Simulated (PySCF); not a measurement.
Method: PBE0-D4/def2-TZVP run with PySCF. Gas-phase values, no solvent. One relaxed conformer stands for a flexible species; it need not be the lowest. Delta-SCF ions had no search for a lower state. 

Reference species (SMILES): `N#CC[SiH2]Cl` (neutral, multiplicity 1).

* **HOMO**: -9.04 eV
* **HOMO–LUMO gap**: 8.71 eV
* **vertical ionisation energy (Delta-SCF)**: 11.04 eV

After one change: the HOMO drops by 0.23 eV; the HOMO–LUMO gap rises by 0.62 eV; the vertical ionisation energy (Delta-SCF) rises by 0.67 eV.

Q: Name the change that produced these shifts. The new species is one of these.
A) `C#C[SiH2]Cl`
B) `Cl[SiH2]Cl`
C) `CS[SiH2]Cl` (C–S–Si–Cl torsion 64°)
D) `F[SiH2]Cl`

A: D, `F[SiH2]Cl`
